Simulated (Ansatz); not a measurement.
Input file for Ansatz (a program for electronic structure): U-PBE/def2-TZVPP on CH2N (SMILES C=[N]), 2S+1 = 2, atoms moved off the minimum.

Ansatz 0.2 input:
```yaml
crystal:
  periodic: [false, false, false]
  atoms:
    - {symbol: C, position_ang: [-0.46579325, 0.09133084, 0.22437048]}
    - {symbol: N, position_ang: [0.69148380, -0.18597611, -0.16772209]}
    - {symbol: H, position_ang: [-1.28573419, -0.76852732, 0.01903402]}
    - {symbol: H, position_ang: [-0.87528492, 1.12294598, 0.08210763]}
basis:
  gaussian:
    orbitals: def2-TZVPP
hamiltonian:
  xc: {name: PBE}
magnetization: {spin_polarized: true, initial_magnetization: 1}
output: {forces: true}
```

The head of its log:

```
WARN ansatz: RAYON_NUM_THREADS=1 ignored (pool sized by the plan → 1); use --threads N
Functional definition: PBE
integrals: 0.01 GiB planned
453 factors; their error is unknown
mean field: 0.20 GiB planned
mean field evaluation 1: about -2550.5776 eV, gradient 3.0e1 eV
mean field evaluation 2: about -2544.5480 eV, gradient 4.4e1 eV
```

### Question
Give the final energy of this run.

### Answer
-93.8857 hartree.
